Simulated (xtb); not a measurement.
C3H8O2Si, SMILES [SiH2]1OC[C@@H](C1)O. All values are semi-empirical tight-binding results from xtb (GFN2-xTB unless named), good for trends rather than for accurate numbers. Geometry: GFN2-xTB. The structure was generated by enumeration; whether it is a known compound was not checked. Other conformers were not sampled.

Optimised geometry:

```xyz
14

O     -1.5649     0.1007     1.1289
C     -1.1973     0.2362    -0.2271
C     -0.1818     1.3840    -0.2802
O      1.1032     0.9006     0.0084
Si     1.2417    -0.7243     0.0305
C     -0.4824    -1.0132    -0.7312
H     -2.0436    -0.7273     1.2420
H     -2.0855     0.4903    -0.8289
H     -0.4469     2.1365     0.4662
H     -0.1706     1.8434    -1.2734
H      2.3431    -1.0899    -0.8477
H      1.3410    -1.2462     1.3905
H     -1.0112    -1.9129    -0.4240
H     -0.4475    -1.0061    -1.8197
```

- orbital gap = 5.73 eV
- dipole moment = 2.42 D
- zero-point energy = 67.0 kcal/mol
- G − E(el) at 298.15 K (modified RRHO) = 47.8 kcal/mol
- static polarisability (D4 model) = 71.4 bohr³
- solvation energy, GFN2-xTB/ALPB(water) = -3.3 kcal/mol
- solvation energy, GFN2-xTB/ALPB(acetone) = -6.1 kcal/mol

Computed atomic charges and the Wiberg bond orders between heavy atoms:
charges (e) O1 -0.45, C2 0.11, C3 0.07, O4 -0.36, Si5 0.54, C6 -0.18, H7 0.29, H8 0.00, H9 0.06, H10 0.03, H11 -0.08, H12 -0.06, H13 0.02, H14 0.02. Bond orders O1–C2 0.99, C2–C3 0.99, C3–O4 1.00, O4–Si5 1.14, C2–C6 1.02, Si5–C6 0.85.
